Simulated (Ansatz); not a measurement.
Species: CH5AlS, charge 0, singlet. CH5AlS (SMILES C[S][AlH2]).
B3LYP-D3(BJ)/def2-TZVP minimum from Ansatz (a quantum-chemistry and plane-wave program):
```
S
C 1 1.8391
H 2 1.0877 1 108.56
H 2 1.0877 3 109.39 1 -118.31
H 2 1.0878 3 109.39 4 -119.81
Al 1 2.1750 2 103.06 3 120.59
H 6 1.5739 1 117.17 2 180.00
H 6 1.5781 7 124.83 1 180.00
```
Charge 0, spin multiplicity 1.

Quantity: atomisation energy (electronic, to ground-state atoms), in kcal/mol. Radicals and triplets start from unrestricted determinants; spin-orbit coupling is neglected. CBS(X,Y): correlation extrapolated as X^-3, Hartree-Fock from the larger set. A bracket is a step between two methods taken in the basis named. The functionals are non-relativistic, so their misses hold any scalar relativity. Double hybrids freeze cores in their MP2 part. 'core' is core correlation in cc-pwCVTZ (1s frozen past Ne), 'X2C' scalar relativity in cc-pVTZ-DK, both at CCSD(T). Where a partner has so few electrons that a lower coupled-cluster level is exact, that level stands in.

CCSD(T)/CBS(cc-pV(T+d)Z,cc-pV(Q+d)Z) + [CCSDT(Q) - CCSD(T)]/cc-pV(D+d)Z + core + X2C (Ansatz) gives 603.8 kcal/mol.

Question: How far off this value is PBE/def2-TZVPD (Ansatz), in which direction, and which of these levels come nearer: r2SCAN/def2-TZVPD, B3LYP/def2-TZVPD, PBE0/def2-TZVPD, wB97M-V/def2-TZVPD, B2PLYP/def2-TZVPD, CCSD(T)/CBS(cc-pV(T+d)Z,cc-pV(Q+d)Z) + core + X2C?

Answer: PBE gives 600.3 kcal/mol, 3.5 kcal/mol below it. Differences of the others: r2SCAN/def2-TZVPD (Ansatz) -0.9; B3LYP/def2-TZVPD (Ansatz) -9.1; PBE0/def2-TZVPD (Ansatz) -7.7; wB97M-V/def2-TZVPD (Ansatz) 0.0; B2PLYP/def2-TZVPD (Ansatz) -12.6; CCSD(T)/CBS(cc-pV(T+d)Z,cc-pV(Q+d)Z) + core + X2C (Ansatz) -0.5 kcal/mol. Nearer than PBE: r2SCAN/def2-TZVPD, wB97M-V/def2-TZVPD, CCSD(T)/CBS(cc-pV(T+d)Z,cc-pV(Q+d)Z) + core + X2C.
